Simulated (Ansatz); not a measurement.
Other settings, tried on Zn2SF2.

```yaml
crystal:
  periodic: [false, false, false]
  atoms:
    - {symbol: Zn, position_ang: [1.095641, -1.131570, -0.268931]}
    - {symbol: Zn, position_ang: [-1.137720, 1.120671, -0.053981]}
    - {symbol: S, position_ang: [-0.208254, -0.053985, -1.598054]}
    - {symbol: F, position_ang: [2.170819, -2.031013, 0.763616]}
    - {symbol: F, position_ang: [-1.920496, 2.095897, 1.157360]}
basis:
  gaussian: {orbitals: def2-SVPD, nuclear_model: gaussian}
hamiltonian: {xc: {name: SVWN5}}
scf: {omitted_lower_state_checks: [starts]}
output: {forces: true}
```

```sh
$ ansatz run in.yaml --threads 4 --pin off --events-out ev --progress --plain --max-ram 3916MiB
```

Output, abridged:

```
Functional definition: SVWN5
1398 factors; their error is unknown
mean field evaluation 1: about -112849.4798 eV, gradient 9.9e1 eV
mean field evaluation 2: about -112717.0368 eV, gradient 2.9e2 eV
mean field evaluation 4: about -112862.3711 eV, gradient 2.3e1 eV
mean field evaluation 8: about -112863.4594 eV, gradient 1.4e-1 eV
mean field evaluation 16: about -112863.4019 eV, gradient 3.1e-4 eV
mean field -112863.40194710 eV, -4147.6535199945 hartree, gradient 2.3e-5 eV, S^2 0.000000; 0 other end points of the search recorded, 0 dependent functions left out
reference -112863.40200074 eV, -4147.6535219658 hartree; 47, 47 occupied and 94, 94 virtual orbitals, 1398 factors
Total energy: -112863.40200074 eV, -4147.6535219658 hartree
Atom 0 at     1.095641    -1.131570    -0.268931 Å, force    -0.072951     0.062728    -0.056278 eV/Å
Atom 1 at    -1.137720     1.120671    -0.053981 Å, force     0.056645    -0.066987    -0.068784 eV/Å
Atom 2 at    -0.208254    -0.053985    -1.598054 Å, force     0.059255     0.015343     0.454489 eV/Å
Atom 3 at     2.170819    -2.031013     0.763616 Å, force    -0.151336     0.125713    -0.152240 eV/Å
Atom 4 at    -1.920496     2.095897     1.157360 Å, force     0.108387    -0.136798    -0.177187 eV/Å
Dipole moment:    -0.056442    -0.014623    -0.433164 e Å
Checks for a lower state left out: starts
```

It took 0.65 s on 4 threads of Intel Xeon 6975P-C on a shared host.
